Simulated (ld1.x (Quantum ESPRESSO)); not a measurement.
# Reading a pseudo-wave (gallium (Ga))

Columns: radius, all-electron u(r) and pseudo u(r) of the 4s shell (level -9.11 eV) of gallium in the configuration [Ar] 3d10 4s2 4p1; BP86, scalar-relativistic, ultrasoft scheme, ld1.x (Quantum ESPRESSO) 7.5.

| r (bohr) | all-electron | pseudo |
| --- | --- | --- |
| 0.148 | -0.1923 | -0.0834 |
| 0.295 | 0.0871 | -0.1654 |
| 0.443 | 0.3048 | -0.2461 |
| 0.590 | 0.2664 | -0.3236 |
| 0.738 | 0.0936 | -0.3978 |
| 0.885 | -0.1098 | -0.4666 |
| 1.033 | -0.2968 | -0.5296 |
| 1.180 | -0.4469 | -0.5849 |
| 1.328 | -0.5594 | -0.6319 |
| 1.475 | -0.6363 | -0.6689 |
| 1.623 | -0.6841 | -0.6953 |
| 1.770 | -0.7078 | -0.7102 |
| 1.918 | -0.7130 | -0.7131 |
| 2.065 | -0.7040 | -0.7040 |
| 2.213 | -0.6843 | -0.6843 |
| 2.360 | -0.6572 | -0.6572 |
| 2.508 | -0.6248 | -0.6248 |
| 2.655 | -0.5895 | -0.5895 |
| 2.802 | -0.5525 | -0.5525 |
| 2.950 | -0.5146 | -0.5146 |
| 3.098 | -0.4770 | -0.4770 |
| 3.245 | -0.4406 | -0.4406 |
| 3.393 | -0.4052 | -0.4052 |
| 3.540 | -0.3718 | -0.3718 |
| 3.688 | -0.3399 | -0.3399 |
| 3.835 | -0.3103 | -0.3103 |

(1) How many radial nodes do the two functions have?

(2) At about which radius was the pseudo-wave matched?

(3) Is the pseudo-wave norm-conserving?

Results:

(1) The all-electron 4s function has n − l − 1 = 3 (the table is too coarse to show those close to the nucleus); the pseudo-wave has 0, since the states of the same l below it are removed with the core.

(2) 2.00 bohr, where the columns begin to agree (steps of 0.15 bohr).

(3) No, it belongs to an ultrasoft set: the norm inside the radius is not constrained, and the difference is carried by the augmentation charge.
